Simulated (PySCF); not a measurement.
Compound: pivaloyl chloride, C₅H₉ClO.
InChI=1S/C5H9ClO/c1-5(2,3)4(6)7/h1-3H3

Method used: PBE0-D3(BJ)/def2-SVP geometry optimisation, gas phase (PySCF).

Masses are those of the commonest isotopes; rigid-rotor values at the optimised geometry. 

What are A, B and C (GHz)?

Ia = 169.17, Ib = 293.33, Ic = 351.26 u·Å²; 505379 MHz·u·Å²/I gives 2987, 1723 and 1439 MHz, that is A = 2.9874, B = 1.7229, C = 1.4387 GHz.

What kind of rotor is it?

An asymmetric top: κ = (2 × 1723 − 2987 − 1439)/(2987 − 1439) = -0.63.

Is it planar, by Δ = Ic − Ia − Ib?

Not planar: Δ = Ic − Ia − Ib = -111.23 u·Å². For a rigid frame Δ = −2 Σ m c², so Σ m c² = 55.62 u·Å² lies off the ab plane: 17.65 from hydrogen and 37.97 from heavier atoms. The atom farthest from that plane is 2.18 Å away.

List the rotational levels J(Ka,Kc) to J = 3 (MHz).

Above 0(0,0):
J = 1: 1(0,1) 3162, 1(1,1) 4426, 1(1,0) 4710
J = 2: 2(0,2) 9442, 2(1,2) 10465, 2(1,1) 11318, 2(2,1) 15111, 2(2,0) 15154
J = 3: 3(0,3) 18762, 3(1,3) 19499, 3(1,2) 21200, 3(2,2) 24596, 3(2,1) 24804, 3(3,1) 31654, 3(3,0) 31658
The levels of one J sum to (2J + 1)J(J + 1)(A + B + C)/3.

Predict some low-J microwave lines.

The dipole components are |μa| = 2.21 D, |μb| = 1.69 D, |μc| = 0.01 D. The squared components, which scale the intensities, stand as 1.00 : 0.58 : 0.00 (a : b : c). Some lines, for components of 0.1 D or more:

```json
{"type": "a", "branch": "Q", "J(Ka,Kc)": "2(1,1) ← 2(1,2)", "MHz": "853", "lower level (cm⁻¹)": "0.349"}
{"type": "b", "branch": "Q", "J(Ka,Kc)": "2(1,1) ← 2(0,2)", "MHz": "1876", "lower level (cm⁻¹)": "0.315"}
{"type": "b", "branch": "Q", "J(Ka,Kc)": "3(1,2) ← 3(0,3)", "MHz": "2438", "lower level (cm⁻¹)": "0.626"}
{"type": "b", "branch": "Q", "J(Ka,Kc)": "3(2,1) ← 3(1,2)", "MHz": "3604", "lower level (cm⁻¹)": "0.707"}
{"type": "b", "branch": "R", "J(Ka,Kc)": "1(1,1) ← 0(0,0)", "MHz": "4426", "lower level (cm⁻¹)": "0.000"}
{"type": "b", "branch": "R", "J(Ka,Kc)": "2(0,2) ← 1(1,1)", "MHz": "5016", "lower level (cm⁻¹)": "0.148"}
{"type": "a", "branch": "R", "J(Ka,Kc)": "2(1,1) ← 1(1,0)", "MHz": "6608", "lower level (cm⁻¹)": "0.157"}
{"type": "b", "branch": "Q", "J(Ka,Kc)": "3(3,0) ← 3(2,1)", "MHz": "6854", "lower level (cm⁻¹)": "0.827"}
{"type": "a", "branch": "R", "J(Ka,Kc)": "3(0,3) ← 2(0,2)", "MHz": "9320", "lower level (cm⁻¹)": "0.315"}
{"type": "a", "branch": "R", "J(Ka,Kc)": "3(2,2) ← 2(2,1)", "MHz": "9485", "lower level (cm⁻¹)": "0.504"}
{"type": "a", "branch": "R", "J(Ka,Kc)": "3(2,1) ← 2(2,0)", "MHz": "9650", "lower level (cm⁻¹)": "0.505"}
{"type": "b", "branch": "R", "J(Ka,Kc)": "2(2,1) ← 1(1,0)", "MHz": "10401", "lower level (cm⁻¹)": "0.157"}
{"type": "b", "branch": "R", "J(Ka,Kc)": "2(2,0) ← 1(1,1)", "MHz": "10728", "lower level (cm⁻¹)": "0.148"}
{"type": "b", "branch": "R", "J(Ka,Kc)": "3(2,2) ← 2(1,1)", "MHz": "13278", "lower level (cm⁻¹)": "0.378"}
{"type": "b", "branch": "R", "J(Ka,Kc)": "3(2,1) ← 2(1,2)", "MHz": "14339", "lower level (cm⁻¹)": "0.349"}
```

No frequency check. Zero-point vibration and centrifugal distortion are left out. A rigid rotor knows nothing of internal rotation, which can split or shift real lines. Quadrupole hyperfine structure (35Cl) is left out.

Hardware: an Intel Xeon 6975P-C with one thread, no GPU, on a shared host. Cost: 55 s, 0.62 GiB resident at most. These figures are those of the optimisation.

The values belong to the conformer `[CH3:1][C:2]([CH3:3])([CH3:4])[C:5](=[O:6])[Cl:7]`: C1–C2–C5–O6 2°.
